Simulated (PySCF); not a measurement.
# Dipole response of P⁺ (phosphorus, charge +1)

[Ne] 3s2 3p2, high-spin 3P determinant. Calculation: PySCF 2.14, in aug-cc-pCVQZ-DK (10s9p7d5f3g, 134 functions); scalar relativity by spin-free X2C-1e. Coupled (time-dependent) response in atomic units; α is the mean over directions.

| method | mean α (bohr³) | α xx, yy, zz | C₆ (like pair) | S(−4) |
| --- | --- | --- | --- | --- |
| UHF | 14.41 | 14.01, 14.62, 14.62 | 74.66 | 69.59 |
| PBE | 14.41 | 13.75, 14.75, 14.75 | 74.35 | 68.88 |
| PBE0 | 14.28 | 13.73, 14.56, 14.56 | 73.57 | 66.92 |
| r2SCANh | 14.32 | 13.79, 14.59, 14.59 | 76.13 | 63.73 |

S(−4) is the Cauchy moment in α(ω) = α(0) + S(−4) ω² + …

α(iu) at PBE0:

| u (hartree) | α(iu) (bohr³) |
| --- | --- |
| 0 | 14.28 |
| 0.0500 | 14.12 |
| 0.100 | 13.65 |
| 0.200 | 12.06 |
| 0.300 | 10.14 |
| 0.500 | 6.802 |
| 0.750 | 4.213 |
| 1.00 | 2.793 |
| 1.50 | 1.475 |
| 2.00 | 0.9235 |
| 3.00 | 0.4821 |
| 5.00 | 0.2214 |

A single London oscillator, α(iu) = α/(1 + u²/ω²), gives C₆ = (3/4) ω α². Matching the computed C₆ needs ω = 4 × 73.57 / (3 × 14.28²) = 0.481 hartree.

For an ion, C₆ is the dispersion term alone; charge-induced terms of lower order in 1/R come first.

The components differ because the open shell of this determinant is not spherical; for a pure term their mean is the scalar polarisability.
